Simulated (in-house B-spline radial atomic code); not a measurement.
Configurations of the fluorine ion F⁷⁺, with energies counted from 1s2. Computed with a radial B-spline atomic code at the basis-set limit: Dirac-Hartree-Fock, average of configuration, Fermi nucleus of rms radius 2.8976 fm. Energies include first-order Breit, QED and recoil terms.

```tsv
configuration	E - E(ref) (eV)	highest orbital	its <r> (bohr)
1s1 2p1	732.04	2p3/2	0.6146
1s1 3p1	855.01	3p3/2	1.548
1s1 3d1	855.83	3d5/2	1.312
1s1 5p1	917.61	5p3/2	4.538
1s1 5f1	917.79	5f7/2	3.937
```

**Question.** Order these further configurations by energy, lowest first.
A. 1s1 4p1
B. 1s1 5g1
C. 1s1 5d1
D. 1s1 4f1
E. 1s1 4d1

**Answer.** A (897.84 eV), E (898.18 eV), D (898.2 eV), C (917.78 eV), B (917.79 eV).
